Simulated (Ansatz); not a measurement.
Z-matrix (Å, degrees):
```
C
O 1 1.384
C 1 1.476 2 107.2
O 1 1.187 2 122.2 3 -180.0
C 2 1.384 1 110.4 3 -0.0
C 3 1.382 1 107.6 2 0.0
C 3 1.381 1 130.6 2 180.0
O 5 1.187 2 122.2 1 180.0
C 6 1.381 3 121.8 1 180.0
C 7 1.389 3 116.9 1 -180.0
H 7 1.083 3 121.2 1 0.0
C 9 1.389 6 116.9 3 -0.0
H 9 1.083 6 121.2 3 -180.0
H 10 1.084 7 119.6 3 180.0
H 12 1.084 9 119.6 6 -180.0
```

Charge 0, multiplicity 1.

Problem. List the CAM-B3LYP/def2-TZVPP orbital energies in eV (the Gaussian-basis code of Ansatz). (Estimate.)

Solution. The calculation gave: Occupied: -524.56, -523.04, -523.04, -283.27, -283.27, -280.29, -280.28, -280.21, -280.21, -280.15, -280.14, -33.75, -31.95, -30.85, -27.18, -24.48, -24.03, -21.23, -20.67, -19.73, -18.44, -16.84, -16.10, -16.01, -15.76, -14.98, -14.85, -14.64, -13.65, -13.28, -13.17, -12.95, -12.62, -11.18, -10.65, -10.01, -9.78, -9.76. Lowest empty: -1.63, -0.74, 1.61, 1.91, 2.64, 2.72, 2.75, 3.41.
